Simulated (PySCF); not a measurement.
A species of formula C7H14N2 has this rotational fingerprint, computed with PBE0/pcSseg-1 in PySCF (dipole) on a GFN2-xTB geometry, gas phase:

```
Rotational constants : A = 4091, B = 588.7, C = 578.5 MHz
Dipole components    : |μa| = 1.53 D, |μb| = 1.10 D, |μc| = 0.97 D
Inertial defect      : -108.38 u·Å²
κ                    : -0.99
```

Question: Which candidate fits, each taken in the one conformer that was computed?
A. `[CH2:1]=[CH:2]/[CH:3]=[N:4]/[NH:5][CH2:6][CH:7]([CH3:8])[CH3:9]` with C1–C2–C3–N4 -179°, C3–N4–N5–C6 -161°, N4–N5–C6–C7 78°, N5–C6–C7–C8 61°
B. `[CH3:1][CH2:2][NH:3][N:4]=[C:5]1[CH2:6][CH2:7][CH2:8][CH2:9]1` with C1–C2–N3–N4 -80°, C2–N3–N4–C5 157°, N4–C5–C6–C7 -162°, C5–C6–C7–C8 -34°, C6–C7–C8–C9 40°, C7–C8–C9–C5 -29°
C. `[CH2:1]=[N:2]/[N:3]=[C:4](/[CH3:5])[C:6]([CH3:7])([CH3:8])[CH3:9]` with C1–N2–N3–C4 -108°
D. `[CH2:1]1[CH2:2][CH2:3][N:4]([NH:5][CH:6]2[CH2:7][CH2:8]2)[CH2:9]1` with C3–N4–N5–C6 152°, N4–N5–C6–C7 -142°, C9–C1–C2–C3 -36°, C1–C2–C3–N4 21°, C2–C3–N4–N5 133°, N5–C6–C7–C8 107°
E. `[CH2:1]=[CH:2]/[C:3]([CH2:4][CH:5]([CH3:6])[CH3:7])=[N:8]/[NH2:9]` with C1–C2–C3–C4 1°, C2–C3–C4–C5 -104°, C3–C4–C5–C6 69°, C3–N8–N9–H 160° and 22°

Answer: A. It is C=C/C=N/NCC(C)C, a near-prolate asymmetric top, point group C1. The candidates at the same level (rigid rotor, commonest isotopes):

| SMILES | A (MHz) | B (MHz) | C (MHz) | μa (D) | μb (D) | μc (D) | Δ (u·Å²) | point group | rotor |
| --- | --- | --- | --- | --- | --- | --- | --- | --- | --- |
| C1CCN(NC2CC2)C1 | 4524 | 863.1 | 814.5 | 1.00 | 0.77 | 0.82 | -76.79 | C1 | near-prolate asymmetric top |
| C=N/N=C(/C)C(C)(C)C | 2293 | 1289 | 1039 | 1.34 | 0.78 | 1.06 | -126.10 | C1 | asymmetric top |
| C=C/C=N/NCC(C)C | 4091 | 588.7 | 578.5 | 1.53 | 1.10 | 0.97 | -108.38 | C1 | near-prolate asymmetric top |
| CCNN=C1CCCC1 | 4254 | 758.3 | 718.8 | 0.25 | 1.62 | 0.64 | -82.12 | C1 | near-prolate asymmetric top |
| C=C/C(CC(C)C)=N/N | 1785 | 1327 | 877.0 | 1.41 | 1.23 | 1.12 | -87.66 | C1 | asymmetric top |

`C=C/C(CC(C)C)=N/N` has B 125 % too high; `C1CCN(NC2CC2)C1` has B 47 % too high; `C=N/N=C(/C)C(C)(C)C` has B 119 % too high; `CCNN=C1CCCC1` has B 29 % too high. No structure here is proved a minimum.
